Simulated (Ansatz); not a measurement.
```yaml
crystal:
  periodic: [false, false, false]
  atoms:
    - {symbol: O, position_ang: [-0.700133, 0.623952, -1.222269]}
    - {symbol: Mo, position_ang: [0.209014, -0.056244, 0.207457]}
    - {symbol: F, position_ang: [-1.319065, -1.086253, 0.435672]}
    - {symbol: F, position_ang: [0.797817, -0.954472, 1.687615]}
    - {symbol: F, position_ang: [0.984990, -1.386083, -0.786224]}
    - {symbol: F, position_ang: [-0.445024, 1.210728, 1.358556]}
    - {symbol: Cl, position_ang: [2.046099, 1.206497, -0.096628]}
    - {symbol: H, position_ang: [-1.573719, 0.441875, -1.584160]}
basis:
  gaussian: {orbitals: ANO-RCC-VTZP}
magnetization: {spin_polarized: true, initial_magnetization: 0}
hamiltonian: {xc: {name: RPBE}, dispersion: d3bjatm}
accuracy: high
scf: {lower_state_search: full}
output: {forces: true}
```

```sh
$ ansatz run in.yaml --threads 4 --pin off --events-out ev --progress --plain --max-ram 11315MiB
```

It prints (some lines left out):

```
Functional definition: RPBE
5236 factors; integrals over basis functions are off by at most 4.7e-9 eV
mean field evaluation 1: about -135658.5299 eV, gradient 7.2e1 eV
mean field evaluation 2: about -135658.5315 eV, gradient 7.2e1 eV
mean field evaluation 4: about -135657.8576 eV, gradient 7.1e1 eV
mean field evaluation 8: about -135674.1961 eV, gradient 2.2e0 eV
mean field evaluation 16: about -135674.2131 eV, gradient 4.1e-3 eV
mean field evaluation 128: about -135674.2131 eV, gradient 7.1e-7 eV
mean field -135674.21309409 eV, -4985.9353679233 hartree, gradient 5.3e-8 eV, S^2 0.000000; 4 other end points of the search recorded, 0 dependent functions left out
reference -135674.21310131 eV, -4985.9353681884 hartree; 52, 52 occupied and 214, 214 virtual orbitals, 5236 factors
Total energy: -135675.81878956 eV, -4985.9943761434 hartree
Relativity: scalar
Atom 0 at    -0.700133     0.623952    -1.222269 Å, force    -0.191331     0.569922    -0.817486 eV/Å
Atom 1 at     0.209014    -0.056244     0.207457 Å, force     0.419352     0.271975    -0.049917 eV/Å
Atom 2 at    -1.319065    -1.086253     0.435672 Å, force    -0.809510    -0.549593     0.125733 eV/Å
Atom 3 at     0.797817    -0.954472     1.687615 Å, force     0.392488    -0.499656     0.866615 eV/Å
Atom 4 at     0.984990    -1.386083    -0.786224 Å, force     0.449746    -0.743065    -0.592327 eV/Å
Atom 5 at    -0.445024     1.210728     1.358556 Å, force    -0.371222     0.747832     0.638889 eV/Å
Atom 6 at     2.046099     1.206497    -0.096628 Å, force     0.415162     0.291329    -0.075817 eV/Å
Atom 7 at    -1.573719     0.441875    -1.584160 Å, force    -0.304684    -0.088745    -0.095690 eV/Å
Dipole moment:    -0.256314     0.228887    -0.447976 e Å
```

It took 6.9 min on 4 threads of an Intel Xeon Platinum 8488C on a shared host, with 3.1 GiB of host memory at the peak.
